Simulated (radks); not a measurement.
Spherical jellium clusters: N electrons in a uniform positive sphere of charge N and radius rs N^(1/3), rs = 4.11 bohr. Calculated with a radial shooting solver with Libxc functionals: non-relativistic Kohn-Sham, PBE, spin-polarised, spherical densities. Levels are named by radial order and angular momentum (1s, 1p, 1d, 2s, ...), and open shells are averaged over m.

N = 5, configuration 1s2 1p(up 3, down 0). This is the lowest configuration that the search found. Occupied and some empty levels:

level,occupation,eigenvalue (eV),<r> (bohr)
1s up,1,-4.3595,5.040
1s down,1,-3.6956,4.545
1p up,3,-2.9719,6.086
1p down,0,-2.0174,6.091
1d up,0,-1.3097,7.390
2s up,0,-0.89155,8.829

Energy (eV): total -8.53689, kinetic 8.7584, external -112.57, Hartree 54.855, exchange-correlation -17.661, background 58.078.
